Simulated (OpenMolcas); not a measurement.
## Levels of Sb I by method

```yaml
Program: OpenMolcas
Basis: ANO-RCC-VQZP [8s7p5d3f2g]
Scalar_Hamiltonian: DKH2, point nucleus
Active_space: 3 electrons in 3 orbitals (5p)
State_averaging: 2S+1 = 4 odd, 1 root; 2S+1 = 2 odd, 8 roots
Spin-orbit_coupling: RASSI with atomic mean-field integrals over the reference wave functions, term energies averaged over their components
```

Methods on the same reference wave functions:
A. CASSCF
B. SS-CASPT2, IPEA 0.25 Eh, imaginary shift 0.1 Eh (closed shells correlated: 4d 5s)
C. XMS-CASPT2, IPEA 0.25 Eh, imaginary shift 0.1 Eh (closed shells correlated: 4d 5s)

Energies in cm-1 above 5s2 5p3 4S* 3/2, the measured ground level; measured values from NIST Handbook of Basic Atomic Spectroscopic Data.

```json
{"Level": "5s2 5p3 4S* 3/2", "A": "0.0", "B": "0.0", "C": "0.0", "Measured": "0.0"}
{"Level": "5s2 5p3 2D* 3/2", "A": "12480", "B": "9260", "C": "8420", "Measured": "8512"}
{"Level": "5s2 5p3 2D* 5/2", "A": "13419", "B": "10310", "C": "9530", "Measured": "9854"}
{"Level": "5s2 5p3 2P* 1/2", "A": "21952", "B": "17380", "C": "15990", "Measured": "16395"}
{"Level": "5s2 5p3 2P* 3/2", "A": "23253", "B": "18900", "C": "17610", "Measured": "18464"}
```

Deviations, from unrounded energies. A percentage is the sum of absolute deviations over the sum of measured energies, with the sign that they share, or ± where signs differ.

```
                        Against measurement  Levels      A     B     C
             mean absolute deviation (cm-1)       4   4500   660   420
other terms of the ground configuration (%)       4  +33.6  +4.9  -3.2
```

C lies closest to measurement on these levels and A furthest from it. The largest miss of C in the table is 5s2 5p3 2P* 3/2, by -850 cm-1. The ranking rests on the paired levels alone, and a cruder setting can come out closer through cancelling errors.

Between B and C the level of the table that moves most is 5s2 5p3 2P* 1/2, by 1400 cm-1 (lowest in C, highest in B). Moves below CASPT2's spread within the term are not significant.

The mean deviations of B to C differ by less than CASPT2's widest spread within a term (2000 cm-1), so their order carries little weight.

From A to B the spin-free energies of the other terms of 5s2 5p3 shown, above 4S*, scale by factors of 0.75 to 0.78.

The lowest spin-free term lies below A's lowest term by 0.535 hartree in B, 0.535 hartree in C.

CASPT2 does not keep the components of a term degenerate, so their means are used; among the terms shown or strongly mixed into the levels shown the widest spread is 2000 cm-1 (5s2 5p3 2D*, C). With the s shell closed, the reference lacks s² → p² mixing. Measured partners are found by configuration, term and J. A level has none where our copy of the source lacks it or the pairing is in doubt (some pairs that miss far off the trend of their configuration count as doubtful), and it then counts in no deviation. Only configurations of the active space appear.

* marks odd parity.
